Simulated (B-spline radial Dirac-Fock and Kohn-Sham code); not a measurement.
# How core holes in Ag⁴⁺ decay

System: Ag⁴⁺, configuration 1s2 2s2 2p6 3s2 3p6 3d10 4s2 4p6 4d7.

Level of theory: independent-particle rates on relativistic LDA orbitals of the hole state (multipoles up to L = 3, Coulomb Auger matrix elements, transition energies from Dirac-Fock); an atomic code on a B-spline grid.

Partial widths are in eV. Coster-Kronig decay leaves a hole in the same principal shell; its rates are the weakest part of the model, often 1.5 to 2.5 times too large and more for N holes. Holes without an open Auger channel, or with an unreliable SCF state, are not listed.

```csv
hole,radiative,Auger,Coster-Kronig,total,fluorescence yield,lifetime (fs)
K (1s),5.49,1.12,0,6.61,0.830,0.0996
L1 (2s),0.0799,1.23,1.27,2.57,0.0311,0.256
L2 (2p1/2),0.127,1.85,0.327,2.30,0.0553,0.286
L3 (2p3/2),0.122,2.03,0,2.15,0.0567,0.306
M1 (3s),0.00163,0.276,4.41,4.68,0.000349,0.141
M2 (3p1/2),0.00149,0.319,3.42,3.74,0.000398,0.176
M3 (3p3/2),0.00139,0.331,3.90,4.23,0.000328,0.155
M5 (3d5/2),8.88e-05,0.310,0,0.310,0.000286,2.12
N1 (4s),4.52e-05,0,0.527,0.527,8.59e-05,1.25
```

Values without a named source are computed, but for edge energies of neutral atoms, which are taken from tables.
